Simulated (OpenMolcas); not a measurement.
Dy3+ in a ligand field

Dy3+ with 8 ligands (fluoride) in cubic eightfold coordination (Oh) at 2.34 Å. A charge of +0.625 e stands 2.6 Å behind each ligand. Ligand basis ANO-RCC-VDZP.
```
Dy    0.0000    0.0000    0.0000
F     1.3510    1.3510    1.3510
F     1.3510    1.3510   -1.3510
F     1.3510   -1.3510    1.3510
F     1.3510   -1.3510   -1.3510
F    -1.3510    1.3510    1.3510
F    -1.3510    1.3510   -1.3510
F    -1.3510   -1.3510    1.3510
F    -1.3510   -1.3510   -1.3510
```

```yaml
Program: OpenMolcas 26.06
Method: CASSCF
Basis: ANO-RCC-VDZP [7s6p4d2f1g]
Scalar_Hamiltonian: DKH2, point nucleus
Active_space: 9 electrons in 7 orbitals (4f)
State_averaging: 2S+1 = 6 odd, 21 roots; 2S+1 = 4 odd, 115 roots kept (CI in the orbitals of an earlier block, 108 in the spin-orbit step); 2S+1 = 2 odd, 82 roots kept (CI in the orbitals of an earlier block, 36 in the spin-orbit step)
Spin-orbit_coupling: RASSI with atomic mean-field integrals over the reference wave functions
```

The lowest spin-free states (labels of O, the rotations of Oh), above the lowest:

| State | Degeneracy | E (cm-1) | Free-ion L (%) |
| --- | --- | --- | --- |
| 6T1 | 3 | 0.0 | H (100) |
| 6E | 2 | 0.6 | H (100) |
| 6T1 | 3 | 293.6 | H (100) |
| 6T2 | 3 | 511.8 | H (100) |
| 6A2 | 1 | 7378 | F (100) |
| 6T2 | 3 | 7705 | F (100) |
| 6T1 | 3 | 7728 | F (100) |
| 4A2 | 1 | 24619 | I (41) |
| 4A1 | 1 | 24689 | I (92) |
| 4T2 | 3 | 24712 | I (66) |
| 4T1 | 3 | 24719 | I (85) |
| 4T2 | 3 | 24868 | I (69) |
| 4E | 2 | 25023 | I (99) |
| 4T1 | 3 | 25070 | M (72) |
| 4A1 | 1 | 25118 | M (95) |
| 4T2 | 3 | 25165 | I (53) |
| 4A2 | 1 | 25213 | M (68) |
| 4T2 | 3 | 25239 | F (58) |
| 4A2 | 1 | 25282 | I (58) |
| 4T1 | 3 | 25316 | F (59) |

The lowest levels with spin-orbit coupling:

```tsv
E (cm-1)	Degeneracy	Label	2S+1	J	|mJ| (%)	g
0.0	2	Γ7	6	7.51	13/2 (40)	7.55 7.55 7.55
0.6	4	Γ8	6	7.51	11/2 (47)	
55.2	4	Γ8	6	7.51	13/2 (28)	
262.5	2	Γ6	6	7.51	1/2 (52)	6.62 6.62 6.62
315.0	4	Γ8	6	7.51	15/2 (32)	
3595	2	Γ6	6	6.51	9/2 (69)	6.42 6.42 6.42
3611	4	Γ8	6	6.51	7/2 (39)	
3616	2	Γ7	6	6.51	5/2 (62)	4.34 4.34 4.34
3721	2	Γ7	6	6.51	3/2 (55)	3.61 3.61 3.61
3737	4	Γ8	6	6.51	1/2 (44)	
6126	2	Γ7	6	5.52	3/2 (46)	4.33 4.33 4.33
6191	4	Γ8	6	5.51	5/2 (32)	
6203	2	Γ6	6	5.50	7/2 (73)	4.44 4.44 4.44
6259	4	Γ8	6	5.51	9/2 (28)	
8080	4	Γ8	6	4.52	9/2 (31)	
8202	4	Γ8	6	4.50	7/2 (47)	
8233	2	Γ6	6	4.51	1/2 (58)	3.74 3.74 3.74
9615	4	Γ8	6	3.62	3/2 (36)	
9748	2	Γ7	6	3.64	5/2 (70)	2.43 2.43 2.43
9779	2	Γ6	6	3.69	1/2 (55)	1.89 1.89 1.89
```

Powder χT (cm3 K/mol): 9.28 at 2 K, 10.4 at 10 K, 12.8 at 50 K, 13.4 at 100 K, 13.8 at 200 K, 13.9 at 300 K. The effective moment at 300 K is 2.828 √(χT) = 10.54 μB.

Hund's rules give f9 the level 6H15/2 with g = 1.333, so an isolated free-ion multiplet has χT = g² J(J+1) / 8 = 14.167 cm3 K/mol. The computed 13.885 at 300 K differs by -2 %, through the field's splitting, the mixing of terms and any other multiplet in reach.

Stevens parameters of the J = 15/2 multiplet, which is 315 cm-1 wide (cm-1, z along the main axis): B40 = 8.613e-03, B44 = 4.308e-02, B60 = 2.581e-05, B64 = -5.419e-04.

Metal share of the active 4f orbitals (Löwdin): 100, 100, 100, 100, 100, 100, 100 %; Mulliken charge of the metal 2.57.

High states are left out of the spin-orbit mixing, which shifts the levels that they would mix with. Without dynamic correlation the ligand-field splitting of an f shell can come out too small, at times by half. The first state left out of the spin-orbit step lies near 42000 cm-1 above the lowest spin-free state of the reference (among the parities and spins computed), and the lists stop at four fifths of that energy or lower. No measured value stands beside these numbers; the geometry is a model, was not optimised and need not be the one that this ion takes.
